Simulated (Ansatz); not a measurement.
Reaction (atomization): `O[SiH2]C[SiH2]O` → C• + 8 H• + 2 O• + 2 Si•

Computed with Ansatz on PBE0-D4/def2-TZVP structures; ΔE is electronic, products minus reactants. CBS: MP2 limit from def2 TZ/QZ plus the TZ coupled-cluster correction, frozen cores. This one scheme is used for every species, atoms too. DFT in def2-TZVPP. B3LYP here is the variant with VWN-RPA as its local correlation; programs differ in this. No spin–orbit coupling; open shells (•) take unrestricted orbitals. Spin–orbit coupling would lower the free atoms: a little for C, O, Si. Each species was taken in one conformer, which may not be the lowest.

`O[SiH2]C[SiH2]O`:

```xyz
13

O    -0.212   -1.549    1.560
Si    0.575   -0.107    1.559
C     1.026    0.388   -0.193
Si   -0.444    0.539   -1.310
O    -1.406   -0.777   -0.965
H    -0.846   -1.635    0.838
H    -0.257    0.985    2.143
H     1.786   -0.280    2.399
H     1.723   -0.352   -0.600
H     1.545    1.353   -0.170
H    -1.193    1.796   -1.036
H    -0.083    0.524   -2.755
H    -2.215   -0.885   -1.468
```

```tsv
level	ΔE (kJ/mol)
B3LYP-D4	4675.0
CCSD/CBS(def2)	4655.3
```

**Question.** What does CCSD(T)/CBS give? (An estimate is asked.)

**Answer.** Computed: +4711.4 kJ/mol. The listed levels differ from it by -36.4, -56.1 kJ/mol.

Largest T1 diagnostic among the species: 0.012.

In def2-TZVPP, CCSD(T) changes the Hartree–Fock value by +1119.1 kJ/mol (the triples alone add +56.0 kJ/mol) and MP2 by +1177.9 kJ/mol; breaking electron pairs costs correlation energy, which Hartree–Fock lacks. From PBE to PBE0 (25 % exact exchange), in def2-TZVPP and without D4, ΔE moves by −53.0 kJ/mol: exact exchange takes away binding that semilocal exchange gives to molecules. The D4 term adds +47.2 kJ/mol with B3LYP and +24.8 kJ/mol with PBE0; it sums over pairs of atoms, weighted by their polarisabilities, and B3LYP, whose exchange is more repulsive, gets the larger term.

For atomizations the MP2-based limit and the directly extrapolated one differ by several kJ/mol either way, and by 10 to 25 for some Ge, Se and Sn compounds, so smaller differences from it don't rank the levels.
